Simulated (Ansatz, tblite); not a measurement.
Removing and adding an electron: Ga7Sb7H20, a nanocrystal cut from zinc blende GaSb (hydrogen-capped). The state is a singlet with charge 0. Geometry: PBE-D4/def2-SVP. Ansatz, gas phase; energy differences of separate SCF runs; the oxidised species was run as a doublet alone; the reduced species was run as a doublet alone.

```xyz
34

Ga    0.153    3.967    1.455
Ga    1.946   -2.593   -2.694
Ga   -0.434    1.426   -2.122
Ga    2.340    0.122    1.133
Ga   -0.943    0.397    4.103
Ga   -1.508   -2.061    0.462
Ga   -3.786    1.729    0.767
Sb    3.411   -1.572   -0.706
Sb    1.291    2.131   -0.239
Sb   -1.753    2.334    2.421
Sb    0.858   -0.372   -3.703
Sb   -0.127   -3.578   -1.327
Sb   -2.339    0.071   -0.875
Sb    0.278   -1.158    2.198
H    -0.465    5.053    0.489
H     1.269    4.237    2.541
H     2.674   -3.562   -3.699
H    -0.923    2.581   -3.081
H     3.510    0.495    2.123
H     0.245    0.900    5.014
H    -2.163   -0.480    4.591
H    -2.635   -2.995    1.051
H    -4.156    2.959   -0.152
H    -4.823    0.766    1.470
H     4.813   -0.937   -1.473
H     4.186   -2.932    0.007
H     2.625    2.773   -1.119
H    -2.542    3.396    3.521
H     2.102    0.338   -4.654
H    -0.102   -0.915   -5.023
H    -1.138   -4.291   -2.522
H     0.447   -5.056   -0.661
H    -3.284   -0.587   -2.156
H     0.973   -2.588    2.859
```

In the def2 sets Sb takes a core potential; there is no spin–orbit coupling. The xTB rows come from tblite. Correlated methods freeze 91 core orbitals; core or outer-core shells of Ga, Sb are correlated, in sets that lack core-valence functions. Single mean-field runs in def2-SVP are fitted with def2-universal-jkfit. HOMO above LUMO, or a gap near zero within one spin, warns that the state may not be the lowest or that an electron is smeared out.

(1) Estimate orbital energies and vertical ionisation energies and electron affinities at: GFN1-xTB; PBE-D4/def2-SVP; PBE0-D4/def2-SVP; PBE-QIDH/def2-SVP.

## Answers

(1) 
```
            level  −HOMO (eV)  vertical IE (eV)  −LUMO (eV)  vertical EA (eV)  HOMO–LUMO gap (eV)  IE − EA (eV)                                                                   remarks
         GFN1-xTB       10.54             11.95        7.12              5.75                3.42          6.20                                                                         –
  PBE-D4/def2-SVP        5.77                 –        2.49              1.07                3.27             –  HOMO above zero (-1 doublet), gap within one spin near zero (-1 doublet)
 PBE0-D4/def2-SVP        6.69              7.91        1.87              0.91                4.81          7.00                                              HOMO above zero (-1 doublet)
PBE-QIDH/def2-SVP           –              8.09           –              0.68                   –          7.41                                                                         –
```

Run but left out: PBE-D4/def2-SVP (charge +1 doublet: an occupied level 0.04 eV above an empty one).   A HOMO above zero means that the electron is unbound at that level or that self-interaction error raises the level; the energy of removing that electron tells which. Raw xTB energy differences between charge states are shifted by several eV; the methods need an empirical correction for them. Sets without diffuse functions give affinities that are too small.
